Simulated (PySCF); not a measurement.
Work out the structure from these simulated measurements.

Formula: C3H12N2Si3.

- NMR, other nuclei: isotropic shieldings of nuclei other than C and H, by class: -34 (1 N), 287 (1 N), 376 (1 Si), 396 (2 Si) ppm [GIAO PBE0/pcSseg-1]
- Dipole: 3.70 D [PBE0/pcSseg-1]
- Rotational structure: rotational constants A, B, C: 1.600, 0.801, 0.662 GHz [GFN2-xTB]
- 1H NMR: chemical shifts (computed TMS as zero) by class: 4.98 (2 H), 4.83 (6 H), 2.52 (2 H), 0.95 (2 H) ppm [GIAO PBE0/pcSseg-1]
- 13C NMR: chemical shifts (computed TMS as zero) by class: 125.0 (1 C), 12.8 (1 C), 11.4 (1 C) ppm [GIAO PBE0/pcSseg-1]

Electronic properties: PySCF, gas phase, density fitting. Levels stand in brackets. Geometry: GFN2-xTB, one conformer, isolated molecule. NMR values are class means; diastereotopic atoms form classes of their own.

Problem. What is the compound? Reason from the data.

Solution. Numbering: `[N:1]#[C:2][CH2:3][CH2:4][SiH2:5][N:6]([SiH3:7])[SiH3:8]`. Its formula, C3H12N2Si3, gives 2 degrees of unsaturation: 0 rings and 2 π bonds in the structure found. 3 carbons fall into 3 classes; from least to most shielded: nitrile carbon [C2] (125.0 ppm), sp3 carbon bound to silicon [C4] (12.8 ppm), sp3 carbon next to a nitrile [C3] (11.4 ppm). Hydrogen classes from least to most shielded: 2 H on an SiH2 silicon, Si5 (4.98 ppm), 6 H on 2 SiH3 silicons, Si7/Si8 (4.83 ppm, a mean of values up to 0.6 ppm apart in this geometry), 2 H on an sp3 carbon next to a nitrile, C3 (2.52 ppm), 2 H on an sp3 carbon bound to silicon, C4 (0.95 ppm). The other shieldings belong to: -34 ppm, nitrile nitrogen [N1]; 287 ppm, nitrogen bridging silicon atoms [N6]; 376 ppm, SiH2 silicon [Si5]; 396 ppm, SiH3 silicon [Si7/Si8]. The optimised geometry has point group C1 and is an asymmetric top. Structure: `N#CCC[SiH2]N([SiH3])[SiH3]`. Computed isomers that give other values at the same levels: `CC[Si@H](C#N)N([SiH3])[SiH3]` (1H chemical shifts (computed TMS as zero) by class: 4.95 (1 H), 4.77 (6 H), 1.28 (3 H), 1.22 (1 H), 1.19 (1 H) ppm); `CC#C[SiH2]N([SiH3])[SiH2]N` (13C chemical shifts (computed TMS as zero) by class: 113.7 (1 C), 88.8 (1 C), 5.9 (1 C) ppm); `CN[Si]([SiH3])([SiH3])CC#N` (13C chemical shifts (computed TMS as zero) by class: 122.4 (1 C), 32.8 (1 C), 4.8 (1 C) ppm). The assignments are read from this structure; whether some other isomer fits the data as well wasn't checked.

Shape of the structure used: `[N:1]#[C:2][CH2:3][CH2:4][SiH2:5][N:6]([SiH3:7])[SiH3:8]`: C2–C3–C4–Si5 -66°, C3–C4–Si5–N6 -49°, C4–Si5–N6–Si7 113°.
